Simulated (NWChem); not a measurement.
**HClSi in NWChem**

```xyz
3

Si    -0.7507    -0.8137     0.0000
H      0.3276    -1.9106     0.0000
Cl     0.5989     0.7825     0.0000
```
Charge 0, spin multiplicity 1.

Program: NWChem. All single points use one geometry, from PBE0/def2-SVP, a minimum by its harmonic frequencies.

Symmetry labels belong to the abelian group Cs used in the runs, with the axes of the coordinates shown.

The structure started from a generated list of species.

Task: List the lowest 4 singlet excitations that TDA-BHandHLYP/def2-SVPD gives, with oscillator strengths.

Result: 
```tsv
state	symmetry	energy (eV)	wavelength (nm)	f
1	a"	2.92	424	0.026
2	a"	5.74	216	0.017
3	a'	5.81	213	0.076
4	a'	6.58	188	0.110
```
